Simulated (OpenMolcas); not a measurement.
Cd I: CASPT2 settings compared

* Program: OpenMolcas 26.06
* Basis: ANO-RCC-VTZP [7s6p4d2f1g]
* Scalar Hamiltonian: X2C, point nucleus
* Active space: 2 electrons in 8 orbitals (5s 5p 6s 6p)
* State averaging: 2S+1 = 1 even, 1 root; 2S+1 = 3 even, 3 roots kept (CI in the orbitals of an earlier block, 0 in the spin-orbit step); 2S+1 = 1 odd, 3 roots; 2S+1 = 3 odd, 3 roots kept (CI in the orbitals of an earlier block)
* Spin-orbit coupling: RASSI with atomic mean-field integrals over the reference wave functions, term energies averaged over their components

Methods on the same reference wave functions:
A. CASSCF
B. SS-CASPT2, IPEA 0 Eh, imaginary shift 0.15 Eh (closed shells correlated: 4d)
C. SS-CASPT2, IPEA 0.3 Eh, imaginary shift 0.2 Eh (closed shells correlated: 4s 4p 4d)
D. SS-CASPT2, IPEA 0.75 Eh, real shift 0.2 Eh (closed shells correlated: 4d)

Energies in cm-1 above 5s2 1S0, the measured ground level; measured values from NIST Handbook of Basic Atomic Spectroscopic Data.

```csv
Level,A,B,C,D,Measured
5s2 1S0,0.0,0.0,0.0,0.0,0.0
5s 5p 3P* 0,26581,29356,30009,29575,30114
5s 5p 3P* 1,27155,29926,30579,30145,30656
5s 5p 3P* 2,28350,31125,31777,31343,31827
5s 5p 1P* 1,46413,44975,45712,45758,43692
```

Deviations, from unrounded energies. A percentage is the sum of absolute deviations over the sum of measured energies, with the sign that they share, or ± where signs differ.

| Against measurement | Levels | A | B | C | D |
| --- | --- | --- | --- | --- | --- |
| mean absolute deviation (cm-1) | 4 | 3300 | 870 | 560 | 900 |
| other configurations (%) | 4 | ±9.7 | ±2.5 | ±1.7 | ±2.6 |

C lies closest to measurement on these levels and A furthest from it. The largest miss of C in the table is 5s 5p 1P* 1, by +2000 cm-1. The ranking rests on the paired levels alone, and a cruder setting can come out closer through cancelling errors.

Among B to D the level of the table that moves most is 5s 5p 1P* 1, by 780 cm-1 (lowest in B, highest in D).

The lowest spin-free term lies below A's lowest term by 0.348 hartree in B, 0.565 hartree in C, 0.343 hartree in D.

Some high roots are left out of the spin-orbit mixing, which shifts the levels that they would mix with. Terms from blocks run as CI alone lack orbitals of their own. Active for correlation alone: 6p 6s; no level in the range computed is led by a configuration that fills them, so any true level of that kind is missing. Without dynamic correlation excited terms often stand tens of per cent too high (terms of higher spin than the ground term too low), and those without a measured partner can miss by more than the paired ones (holds for A). Measured partners are found by configuration, term and J. A level has none where our copy of the source lacks it or the pairing is in doubt (some pairs that miss far off the trend of their configuration count as doubtful), and it then counts in no deviation. Levels of configurations outside the active space are missing.

* marks odd parity.
